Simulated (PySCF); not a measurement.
# OsCl₄, quintet: computed properties

Level of theory: UPBE0/[Os def2-TZVP with ECP60, Cl def2-TZVP], scalar-relativistic core potentials, density fitting, no spin–orbit coupling, PySCF.

The structure is a minimum.

Z-matrix (Å, degrees; charge 0 multiplicity 5):
```
Os
Cl 1 2.2429
Cl 1 2.2429 2 146.91
Cl 1 2.2429 2 94.65 3 105.90
Cl 1 2.2429 2 94.65 3 -105.90
```

- Point group: D2d
- Bond lengths: Os–Cl 2.243 Å (×4)
- Bond angles: Cl–Os–Cl 94.7° (×4), Cl–Os–Cl 146.9° (×2)
- Rotational constants: 0.04432, 0.04432, 0.02607 cm⁻¹
- Entropy at 298.15 K and 1 bar (electronic part: spin only): 389.2 J/(mol K)
- Lowest empty level (β): -5.11 eV
- Heat capacity Cp at 298.15 K: 98.5 J/(mol K)
- Principal polarisabilities: 62.8, 112.9, 112.9 bohr³
- Rotational symmetry number: 4
- Highest occupied level (α): -8.34 eV
- Principal quadrupole moments (Buckingham, traceless) about the centre of mass: -1.82, -1.82, 3.63 D Å
- Spin squared ⟨S²⟩: 6.018
- Dipole moment: 0.00 D
- Enthalpy at 298.15 K above 0 K: 22.30 kJ/mol
- Zero-point energy: 13.1 kJ/mol
- Atomisation energy without zero-point energy: 1333 kJ/mol

Harmonic modes (masses in u: Os 191.961, Cl 34.969):
| symmetry | ω (cm⁻¹) | IR (km/mol, summed over degenerate members) | type |
| --- | --- | --- | --- |
| a1 | 72 | 0.0 | bend |
| b2 | 103 | 2.2 | bend |
| e | 149 | 1.6 | bend |
| b1 | 160 | 0.0 | bend |
| b2 | 367 | 13.6 | stretch |
| e | 392 | 214 | stretch |
| a1 | 401 | 0.0 | stretch |

In D2d the vibrations span 2a1 + 2b2 + 2e + b1. The a1, b1 modes carry no infrared intensity, as symmetry demands.

Charges (e):
```json
{"atom": "Os1", "Mulliken": "0.99", "Löwdin": "-0.23", "polar tensor": "1.90", "spin (Mulliken)": "2.99", "Mayer order to Os1": "–"}
{"atom": "Cl2,3,4,5", "Mulliken": "-0.25", "Löwdin": "0.06", "polar tensor": "-0.48", "spin (Mulliken)": "0.25", "Mayer order to Os1": "1.09"}
```

Mulliken populations on Os1 (electrons outside its core potential): s 2.59, p 6.40, d 5.96, f 0.06.

Outer orbital energies (eV). α occupied: -10.79, -9.83, -9.83, -9.51, -9.30, -8.55, -8.34, -8.34; empty: -3.51, 0.05, 0.44, 2.19. β occupied: -11.42, -10.72, -10.72, -10.20, -10.02, -9.42, -9.42, -9.02; empty: -5.11, -4.76, -4.47, -4.47.

Formally Os is in oxidation state +4, d4, with 4 unpaired electrons (the high-spin count). The Mulliken spin on Os is 2.99. The polar-tensor charge on Os, 1.90, is far below the formal one.

Only a few start shapes were tried, so a lower isomer may exist. With open d or f shells other occupations or spin states may lie lower. With an element this heavy the missing spin–orbit coupling can shift these numbers.

The final relaxation and frequency run took 98 s on 8 threads of a shared Arm Neoverse V1 host, with 188 basis functions and 10 gradients. Launch command: `OMP_NUM_THREADS=8 python axn.py task.json out`.
